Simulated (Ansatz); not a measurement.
Consider the ligand exchange at the Si–C bond: `COC([SiH3])=S` + `BN[SiH2]Cl` → `BN([SiH3])[SiH2]Cl` + `COC=S`.

Computed with Ansatz on PBE0-D4/def2-TZVP structures; ΔE is electronic, products minus reactants. CBS: MP2 limit from def2 TZ/QZ plus the TZ coupled-cluster correction, frozen cores. Functionals use def2-TZVPP. B3LYP here is the variant with VWN-RPA as its local correlation; programs differ in this. One conformer a species, not always the lowest.

```tsv
level	ΔE (kcal/mol)	difference from CCSD(T)/CBS
PBE-D4	-10.0	3.1
r2SCAN-D4	-11.9	1.2
B3LYP-D4	-12.7	0.4
ωB97M-V	-13.1	0.0
B2PLYP	-13.0	0.1
PBE0	-11.4	1.7
r2SCAN0	-12.8	0.3
MP2/def2-SVP	-13.2	-0.1
CCSD(T)/def2-TZVPP	-13.6	-0.5
MP2/def2-QZVPP	-13.8	-0.7
CCSD(T)/CBS	-13.1	0
```

Largest T1 diagnostic among the species: 0.017.

Leaving LDA and LC-ωPBE aside and taking each functional with its dispersion term where it has one, the values, not all of them listed here, spread over 4.7 kcal/mol, from BHLYP-D4 to PBE-D4. In def2-TZVPP, CCSD(T) changes the Hartree–Fock value by +3.3 kcal/mol (the triples alone add +0.8 kcal/mol) and MP2 by +2.8 kcal/mol.
